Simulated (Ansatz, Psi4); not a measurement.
Intermolecular potential of H3ClSi ··· HF (SMILES [SiH3]Cl and F). Monomers: optimised at B3LYP-D3(BJ) (def2-TZVP), held rigid. Orientation: a higher rigid-body minimum at GFN2-xTB. The monomers approach along the line of their centres of mass (distance R); nothing else relaxes.

Geometry at R = 3.74 Å (first 5 atoms: monomer A):
```
7

Si    -0.1324    -0.0037    -0.0049
Cl     1.9317     0.0536     0.0710
H     -0.5358    -0.9923    -1.0236
H     -0.6247     1.3397    -0.3669
H     -0.6388    -0.3973     1.3243
F      4.0456     2.1208     0.5973
H      3.4253     1.4556     0.4317
```

Methods: SAPT0/jun-cc-pVDZ, frozen core (Psi4); PBE/def2-TZVP, counterpoise-corrected (Psi4); MP2/aug-cc-pVTZ = DF-MP2/aug-cc-pVTZ, frozen core, counterpoise-corrected in Psi4 1.11; wB97M-V/def2-TZVP, counterpoise-corrected (Psi4); CCSD(T)/aug-cc-pVDZ = CCSD(T) on RHF/aug-cc-pVDZ, frozen core, counterpoise-corrected run with Ansatz (a program for electronic structure).

Cost and agreement with CCSD(T)/aug-cc-pVDZ over the 11 points of the scan, with CCSD(T)/aug-cc-pVDZ as yardstick. Costs are rough ratios of core time within Psi4 on shared cores, each with its mean field (Kohn-Sham runs search longer for lower solutions than correlated ones do); the miss is the largest difference from CCSD(T) of the interaction energy, in kJ/mol.

Task: Which is the cheapest of these levels that stays within 8.6 kJ/mol of CCSD(T)/aug-cc-pVDZ?

Result: SAPT0/jun-cc-pVDZ.

```csv
level,relative cost,largest difference
SAPT0/jun-cc-pVDZ,1,7.11
PBE/def2-TZVP,3,14.82
MP2/aug-cc-pVTZ,4,9.04
wB97M-V/def2-TZVP,30,8.13
```

Costs within a factor of two of each other count as equal.
